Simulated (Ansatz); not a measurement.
Cartesian coordinates in Å:
```
Cu 1.039 0.451 0.357
I -1.039 -0.451 -0.357
```

Charge 0, multiplicity 1. I: def2 effective core potential.

Task: List the CAM-B3LYP/def2-TZVPP orbital energies in eV (Ansatz). (Estimate.)

Result: Computed: Occupied: -8792.10, -1058.34, -927.91, -927.90, -927.90, -187.25, -133.45, -133.28, -133.28, -119.58, -78.73, -78.60, -78.60, -53.11, -53.04, -53.04, -52.89, -52.89, -20.04, -10.93, -10.65, -10.65, -10.31, -10.31, -9.01, -8.06, -8.06. Lowest empty: -2.10, 1.48, 1.48, 2.70, 3.53, 5.04, 5.13, 5.13.
